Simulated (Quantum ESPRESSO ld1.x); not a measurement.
Hg V, 76 electrons, occupied as [Xe] 4f14 5d8. All-electron calculation, scalar-relativistic Kohn-Sham, PBE, spin-unpolarised, spherical densities, point nucleus. Program: ld1.x of Quantum ESPRESSO 7.5.

Unscreened Slater integrals over Kohn-Sham orbitals (hartree).

integral,value
"F0(5d,5d)",0.67397
"F2(5d,5d)",0.35517
"F4(5d,5d)",0.23764
"F0(5d,5p)",0.75320
"F2(5d,5p)",0.38129
"G1(5d,5p)",0.46331
"G3(5d,5p)",0.28864
"F0(5d,4f)",0.86430
"F2(5d,4f)",0.20981
"F4(5d,4f)",0.098697
"G1(5d,4f)",0.066243
"G3(5d,4f)",0.064147
"G5(5d,4f)",0.051841
"F0(5d,5s)",0.78423
"G2(5d,5s)",0.30882
"F0(5d,4d)",0.87088
"F2(5d,4d)",0.19580
"F4(5d,4d)",0.085997
"G0(5d,4d)",0.042951
"G2(5d,4d)",0.052122
"G4(5d,4d)",0.043569
"F0(5p,5p)",0.87620
"F2(5p,5p)",0.47356
"F0(5p,4f)",1.0791
"F2(5p,4f)",0.33532
"G2(5p,4f)",0.12321
"G4(5p,4f)",0.10567
"F0(5p,5s)",0.93089
"G1(5p,5s)",0.62174
"F0(5p,4d)",1.0911
"F2(5p,4d)",0.31978
"G1(5p,4d)",0.086655
"G3(5p,4d)",0.086332
"F0(4f,4f)",1.8958
"F2(4f,4f)",0.94639
"F4(4f,4f)",0.60374
"F6(4f,4f)",0.43732
"F0(4f,5s)",1.2036
"G3(4f,5s)",0.16052
"F0(4f,4d)",1.9387
"F2(4f,4d)",0.95718
"F4(4f,4d)",0.61801
"G1(4f,4d)",1.0919
"G3(4f,4d)",0.70708
"G5(4f,4d)",0.50604
"F0(5s,5s)",1.0011
"F0(5s,4d)",1.2200
"G2(5s,4d)",0.12931
"F0(4d,4d)",2.0041
"F2(4d,4d)",1.0204
"F4(4d,4d)",0.68562

Derived for the open shells (J is the average intra-shell exchange parameter used in DFT+U). 5d: Racah B = F2/49 - 5 F4/441 = 0.004554 hartree, C = 35 F4/441 = 0.01886 hartree, C/B = 4.14, F4/F2 = 0.669, J = (F2 + F4)/14 = 0.04234 hartree.
